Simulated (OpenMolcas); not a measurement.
A calculation on La+.

```yaml
Program: OpenMolcas
Method: RASSCF
Basis: ANO-RCC-VTZP [8s7p5d3f2g1h]
Scalar_Hamiltonian: DKH2, point nucleus
Active_space: 2 electrons in 9 orbitals (RAS2 5d 6s; RAS3 6p, at most 2 electrons)
State_averaging: 2S+1 = 3 even, 15 roots; 2S+1 = 1 even, 21 roots kept (CI in the orbitals of an earlier block); 2S+1 = 3 odd, 18 roots; 2S+1 = 1 odd, 18 roots kept (CI in the orbitals of an earlier block)
Spin-orbit_coupling: state interaction with AMFI integrals over the reference wave functions, term energies averaged over their components
```

Which level of the active space comes out lowest?

5d² ³F₂, with 85 % of that term; it is also the measured ground level.

How high does 5d 6s ¹D₂ lie?

12692 cm⁻¹ above the lowest level.

How high does 5d 6s ³D₁ lie?

1824 cm⁻¹ above the lowest level; measured 1895 cm⁻¹ above the ground level, so the calculation is off by -4 %.

How high does 5d² ¹G₄ lie?

10571 cm⁻¹ above the lowest level; measured 7473 cm⁻¹ above the ground level, so the calculation is off by +41 %.

The level at 1531 cm⁻¹ has J = 2. What is it made of, and what is its g factor?

66 % 5d² ¹D₂, 21 % 5d 6s ³D, 13 % 5d² ³F; g = 0.993, against 1.000 from Landé's formula for the pure leading term.

Measured values: NIST Handbook of Basic Atomic Spectroscopic Data.

Without dynamic correlation excited terms often stand tens of per cent too high (terms of higher spin than the ground term too low), and those without a measured partner can miss by more than the paired ones. Terms from blocks run as CI alone lack orbitals of their own. Configurations are named by rounded mean occupations; where the s occupation lies near a half they are strongly mixed, a name can repeat and a true partner stay unpaired. A single d shell beside an s shell can misplace configurations of different d count against each other. Measured partners are found by configuration, term and J. A level has none where our copy of the source lacks it or the pairing is in doubt (some pairs that miss far off the trend of their configuration count as doubtful), and it then counts in no deviation. Only configurations of the active space appear.
